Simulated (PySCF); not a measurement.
## Polarisability as a sum over states

Compound: C4H3N3.
Cartesian coordinates in Å at the GFN2-xTB level; atoms count from 1:
```xyz
10
C4H3N3 angstrom
N      3.1572   -0.2024   -0.2075
C      2.0170   -0.1055   -0.1339
C      0.6251    0.0276   -0.0452
C     -0.1272    1.2281   -0.0483
N     -1.4089    0.9699    0.0501
N     -1.5166   -0.3548    0.1168
C     -0.3257   -0.9739    0.0638
H      0.2354    2.2332   -0.1187
H     -2.4280   -0.7788    0.1972
H     -0.2194   -2.0387    0.1033
```

Level of theory: TDDFT PBE0/def2-SVPD, vertical, gas phase, core orbitals frozen in the response in PySCF 2.14.0, density-fitted response routines.

Excitation energies and transition dipoles (atomic units, axes of the coordinates) of those of the lowest 6 singlets that add 0.02 au or more to the mean polarisability:

```json
{"state": "S1", "ΔE (hartree)": "0.2330", "μx": "-0.959", "μy": "-0.280", "μz": "0.077"}
{"state": "S2", "ΔE (hartree)": "0.2381", "μx": "-0.457", "μy": "-0.195", "μz": "0.040"}
{"state": "S5", "ΔE (hartree)": "0.2602", "μx": "0.010", "μy": "0.008", "μz": "0.156"}
```

What does each state add to αxx, αyy and αzz, and how do the sums compare with the full static tensor?

Each state adds 2 μα² / ΔE.

```json
{"state": "S1", "αxx (au)": "7.89", "αyy (au)": "0.67", "αzz (au)": "0.05"}
{"state": "S2", "αxx (au)": "1.76", "αyy (au)": "0.32", "αzz (au)": "0.01"}
{"state": "S5", "αxx (au)": "0.00", "αyy (au)": "0.00", "αzz (au)": "0.19"}
{"state": "all 6 states", "αxx (au)": "9.7", "αyy (au)": "1.0", "αzz (au)": "0.3"}
{"state": "full response", "αxx (au)": "88.0", "αyy (au)": "59.7", "αzz (au)": "37.9"}
{"state": "share (%)", "αxx (au)": "11", "αyy (au)": "2", "αzz (au)": "1"}
```

The rest comes from the higher roots of the same response equations.

Give the full tensor and its principal values.

In au, rows and columns x, y, z:
```
x   88.0 -0.8 -3.4
y   -0.8 59.7 -0.9
z   -3.4 -0.9 37.9
```
Principal values 37.6, 59.7 and 88.3 au; mean 61.9 au (9.17 Å³).

By how much does the contribution of these states grow at 589.3 nm?

With ω = 0.0773 hartree each state's term in the mean polarisability goes from f / ΔE² to f / (ΔE² − ω²), f = (2/3) ΔE |μ|²; the sum over all 6 states goes from 3.66 to 4.10 au, a rise of 0.45 au.
